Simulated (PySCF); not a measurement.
C₂H₉GeNO.
Atom-mapped SMILES: `[CH3:1][CH2:2][O:3][GeH2:4][NH2:5]` (hydrogens: H6, H7, H8 on C1; H9, H10 on C2; H11, H12 on Ge4; H13, H14 on N5)

Geometry (PBE0-D3(BJ)/def2-SVP, Å), atoms numbered from 1 in this order:
```xyz
14
C2H9GeNO angstrom
C     -2.3461    0.4839    0.1282
C     -1.1746   -0.4614   -0.0131
O      0.0195    0.2762   -0.0165
Ge     1.5972   -0.5643   -0.1037
N      2.9379    0.6569   -0.0481
H     -3.2994   -0.0667    0.1324
H     -2.3598    1.2021   -0.7052
H     -2.2659    1.0532    1.0663
H     -1.2818   -1.0501   -0.9482
H     -1.1881   -1.1954    0.8201
H      1.6716   -1.3233   -1.4424
H      1.7158   -1.4902    1.1224
H      2.9905    1.1927    0.8139
H      2.9630    1.2997   -0.8347
```

Computed with PySCF at CAM-B3LYP/def2-SVPD, non-relativistic, on one gas-phase PBE0-D3(BJ)/def2-SVP geometry that isn't relaxed in the solvent. The solvent is an IEF-PCM continuum (Bondi radii, 1.10 Å for H, scaled by 1.2), and excitations are vertical TDDFT with non-equilibrium linear response and a frozen core. Specific hydrogen bonds and non-electrostatic terms are outside this model. Spin–orbit coupling is left out although an atom past zinc is present.

Gas-phase singlets (H = HOMO, L = LUMO):

```json
{"state": "S1", "E (eV)": "6.770", "λ (nm)": "183", "f": "0.049", "leading configuration": "H-1→L 81%"}
{"state": "S2", "E (eV)": "7.090", "λ (nm)": "175", "f": "0.004", "leading configuration": "H→L 58%"}
{"state": "S3", "E (eV)": "7.266", "λ (nm)": "171", "f": "0.000", "leading configuration": "H→L+1 51%"}
{"state": "S4", "E (eV)": "7.652", "λ (nm)": "162", "f": "0.053", "leading configuration": "H→L+2 60%"}
{"state": "S5", "E (eV)": "7.814", "λ (nm)": "159", "f": "0.017", "leading configuration": "H-1→L+1 55%"}
```

**Question.** How does the list change in acetone (ε = 20.49)?

**Answer.** 
```csv
state,E (eV),λ (nm),f,leading configuration,change by rank (eV)
S1,6.955,178,0.076,H-1→L 78%,+0.185
S2,7.167,173,0.003,H→L 48%,+0.077
S3,7.426,167,0.005,H→L+1 43%,+0.160
S4,7.792,159,0.073,H→L+2 85%,+0.140
S5,7.904,157,0.047,H-1→L+1 61%,+0.090
```

**Question.** How does the list change in acetonitrile (ε = 35.69)?

**Answer.** 
```json
{"state": "S1", "E (eV)": "6.963", "λ (nm)": "178", "f": "0.077", "leading configuration": "H-1→L 78%", "change by rank (eV)": "+0.193"}
{"state": "S2", "E (eV)": "7.170", "λ (nm)": "173", "f": "0.003", "leading configuration": "H→L 48%", "change by rank (eV)": "+0.080"}
{"state": "S3", "E (eV)": "7.432", "λ (nm)": "167", "f": "0.005", "leading configuration": "H→L+1 43%", "change by rank (eV)": "+0.166"}
{"state": "S4", "E (eV)": "7.801", "λ (nm)": "159", "f": "0.072", "leading configuration": "H→L+2 85%", "change by rank (eV)": "+0.149"}
{"state": "S5", "E (eV)": "7.908", "λ (nm)": "157", "f": "0.047", "leading configuration": "H-1→L+1 61%", "change by rank (eV)": "+0.094"}
```

**Question.** The ground-state energy changes by -0.222 eV from gas to acetonitrile. By how much does the total energy of gas-phase S1 change?

**Answer.** E(S1) = E(S0) + excitation energy, so it changes by -0.222 + 0.193 = -0.029 eV: it is lowered less than the ground state, which is what a blue shift means. This is the vertical state, with the slow part of the continuum still set for S0.

**Question.** How do the frontier levels move from gas to acetonitrile?

**Answer.** 
```
orbital  gas (eV)  solvent (eV)  change (eV)                     Löwdin shares, gas                 Löwdin shares, solvent
 LUMO+2      1.65          1.76        +0.11  Ge4 33 %, H11 16 %, H12 16 %, O3 14 %  Ge4 27 %, O3 15 %, H11 14 %, H12 14 %
 LUMO+1      1.47          1.60        +0.13   C2 16 %, Ge4 16 %, H10 10 %, H9 10 %    Ge4 20 %, C2 14 %, C1 12 %, H11 9 %
   LUMO      1.05          1.18        +0.13  Ge4 44 %, H14 10 %, H13 10 %, N5 10 %      Ge4 46 %, N5 9 %, O3 8 %, H14 8 %
   HOMO     -9.06         -9.09        -0.03      O3 56 %, C2 14 %, Ge4 8 %, H9 6 %      O3 54 %, C2 14 %, Ge4 8 %, H9 7 %
 HOMO-1     -9.22         -9.23        -0.01      N5 65 %, Ge4 8 %, O3 8 %, H13 7 %      N5 66 %, Ge4 8 %, O3 7 %, H13 7 %
 HOMO-2     -9.96        -10.02        -0.06      O3 49 %, C2 13 %, C1 9 %, Ge4 8 %     O3 47 %, C2 14 %, C1 10 %, Ge4 8 %
 HOMO-3    -10.97        -10.86        +0.11  Ge4 26 %, H12 16 %, H11 16 %, C1 10 %   Ge4 26 %, H12 17 %, H11 16 %, C1 9 %
```

The HOMO–LUMO gap goes from 10.11 to 10.27 eV. Rows go by rank; for LUMO+1 and LUMO+2 the atom shares or the degeneracy differ between the runs, so the row needn't follow one orbital.
